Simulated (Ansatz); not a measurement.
Input (CCSDT(Q)/cc-pVDZ; Ansatz, a quantum-chemistry and plane-wave program):

Ansatz 0.2 input:
```yaml
crystal:
  periodic: [false, false, false]
  atoms:
    - {symbol: C, position_ang: [2.26564518, -0.11835931, -0.00228083]}
    - {symbol: C, position_ang: [1.09424131, -0.05218212, 0.25636132]}
    - {symbol: C, position_ang: [-0.30477921, 0.02666680, 0.55558520]}
    - {symbol: C, position_ang: [-1.30792446, -0.68683143, -0.32897602]}
    - {symbol: C, position_ang: [-1.22996290, 0.80607283, -0.35786433]}
    - {symbol: H, position_ang: [3.30146050, -0.17682110, -0.22811877]}
    - {symbol: H, position_ang: [-0.54096070, 0.05944728, 1.61224260]}
    - {symbol: H, position_ang: [-0.91102069, -1.23343989, -1.17231526]}
    - {symbol: H, position_ang: [-2.15238252, -1.15197456, 0.16050167]}
    - {symbol: H, position_ang: [-2.02041257, 1.37514908, 0.11160080]}
    - {symbol: H, position_ang: [-0.78000353, 1.27543857, -1.22086308]}
basis:
  gaussian:
    orbitals: cc-pVDZ
magnetization: {spin_polarized: false}
correlation: {method: ccsdt_q, electrons: outside_noble_gas}
```

Output:

```
Functional definition: HF
integrals: 0.19 GiB planned
1907 factors; integrals over basis functions are off by at most 1.9e-7 eV
mean field: 0.53 GiB planned
mean field evaluation 1: about -5242.0870 eV, gradient 2.8e1 eV
mean field evaluation 2: about -5242.3498 eV, gradient 2.8e1 eV
mean field evaluation 4: about -5244.8626 eV, gradient 2.9e0 eV
mean field evaluation 8: about -5244.8894 eV, gradient 1.9e-1 eV
mean field evaluation 16: about -5244.4110 eV, gradient 8.5e0 eV
mean field -5244.88954143 eV, -192.7461355338 hartree, gradient 1.1e-6 eV, S^2 0.000000; 0 other end points of the search recorded, 0 dependent functions left out
5 core orbitals not correlated
reference -5244.88954143 eV, -192.7461355338 hartree; 13, 13 occupied and 82, 82 virtual orbitals, 1907 factors
second order -17.99882712 eV of doubles, -0.00000000 eV of singles
coupled cluster: 6.87 GiB planned
cycle   1  -18.51835069 eV  change   -5.2e-1 eV  update   1.2e-1
cycle   2  -19.46207289 eV  change   -9.4e-1 eV  update   5.2e-2
cycle   3  -19.93108714 eV  change   -4.7e-1 eV  update   2.2e-2
cycle   4  -19.89780433 eV  change    3.3e-2 eV  update   7.1e-3
cycle   5  -19.88601090 eV  change    1.2e-2 eV  update   3.8e-3
cycle   6  -19.89420796 eV  change   -8.2e-3 eV  update   1.4e-3
cycle   7  -19.89699781 eV  change   -2.8e-3 eV  update   6.6e-4
cycle   8  -19.89623785 eV  change    7.6e-4 eV  update   2.2e-4
cycle   9  -19.89600852 eV  change    2.3e-4 eV  update   8.7e-5
cycle  10  -19.89616411 eV  change   -1.6e-4 eV  update   3.3e-5
cycle  11  -19.89604906 eV  change    1.2e-4 eV  update   1.4e-5
cycle  12  -19.89605226 eV  change   -3.2e-6 eV  update   4.9e-6
cycle  13  -19.89605522 eV  change   -3.0e-6 eV  update   2.1e-6
perturbative correction -0.05766563 eV, -0.0021191730 hartree
Total energy: -5264.84326229 eV, -193.4794212502 hartree
```
